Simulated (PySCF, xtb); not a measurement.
Potential energy curve for C2, singlet.

Computed with: RKS-B3LYP/6-31G* = restricted B3LYP/6-31G*, spherical d in PySCF; RKS-M06-2X/6-31G* = restricted M06-2X/6-31G*, spherical d run with PySCF; GFN1-xTB (xtb).

Total energies in hartree (comparable only within one method and basis):

```tsv
R / Å	RKS-B3LYP/6-31G*	RKS-M06-2X/6-31G*	GFN1-xTB
1.10	-75.83062	-75.79665	-3.97108
1.20	-75.87467	-75.83975	-3.98014
1.27	-75.87950	-75.84359	-3.96238
1.33	-75.87298	-75.83606	-3.93796
1.40	-75.85740	-75.81924	-3.90320
1.43	-75.84899	-75.81030	-3.88708
1.49	-75.83021	-75.79059	-3.85376
1.52	-75.82021	-75.78017	-3.83689
1.58	-75.79965	-75.75884	-3.80340
1.65	-75.77561	-75.73383	-3.77013
1.70	-75.75887	-75.71618	-3.75496
1.80	-75.72733	-75.68195	-3.72502
1.90	-75.69901	-75.64978	-3.69517
2.05	-75.66287	-75.60724	-3.65280
2.20	-75.63362	-75.57288	-3.61560
2.45	-75.59688	-75.53001	-3.56696
2.70	-75.57097	-75.49826	-3.53317
2.97	-75.55133	-75.47188	-3.50962
```

The scan ran from 1.10 to 5.21 Å; beyond the distances shown full CI changes its symmetry label. The restricted form behind RKS-B3LYP/6-31G*, RKS-M06-2X/6-31G* keeps the bonding electrons paired and can't separate into open-shell fragments.
